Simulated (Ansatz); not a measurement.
`C[O][Zn][Cl]` + H–F → `[F][Zn][Cl]` + CH₃OH at 500 K and 1 bar (ligand exchange at a Zn–O bond).

Calculated with Ansatz (gas phase, PBE0-D4/def2-TZVP geometries, no zero-point term in ΔE). CCSD(T)/CBS adds triple-zeta CCSD(T) − MP2 to the extrapolated MP2 energy (def2 sets, frozen cores). This one scheme is used for every species. For Zn outer-core shells are correlated without core-valence functions, which leaves a few kJ/mol of doubt a bond. Scalar relativity is left out up to krypton. One conformer a species, not always the lowest.

```csv
species,CCSD(T)/CBS energy (Eh),H − E (kJ/mol),S (J/(mol·K))
`C[O][Zn][Cl]`,-2353.24457,147.8,380.2
H–F,-100.39570,39.4,188.7
`[F][Zn][Cl]`,-2338.03728,33.1,300.1
CH₃OH,-115.61712,157.0,265.4
```

H − E and S are ideal-gas, rigid-rotor, harmonic terms from PBE0-D4/def2-TZVP, for one conformer and one mirror image of each species. 1 Eh = 2625.50 kJ/mol, R = 8.31446 J/(mol·K).

Task: By hand: ΔE, ΔH, ΔS and ΔG.

Result: ΔE = (-2338.03728) + (-115.61712) − (-2353.24457) − (-100.39570) = -0.01413 Eh = -37.1 kJ/mol. Δ(H − E) = 33.1 + 157.0 − 147.8 − 39.4 = 2.9, so ΔH = -34.2 kJ/mol. ΔS = 300.1 + 265.4 − 380.2 − 188.7 = -3.4 J/(mol·K). ΔG = -34.2 − 500 × (-3.4)/1000 = -32.5 kJ/mol.

Task: By hand: the equilibrium constant, and the temperature at which ΔG would vanish if ΔH and ΔS stayed fixed.

Result: log₁₀ K = −ΔG/(RT ln 10) = 3.4. ΔG = 0 at ΔH/ΔS = 10059 K, far beyond where these terms or the molecules hold.

The number of gas molecules stays the same, so ΔS is small and ΔH decides. A doubt of 5 kJ/mol in ΔE shifts log₁₀ K by 0.5 here. Other conformers and mirror images would add mixing entropy, several J/(mol·K) or more a flexible species. These are equilibria of isolated gas molecules and say nothing of rates. Largest T1 diagnostic: 0.016 (customary marks: 0.02 for closed shells, 0.045 for open ones).
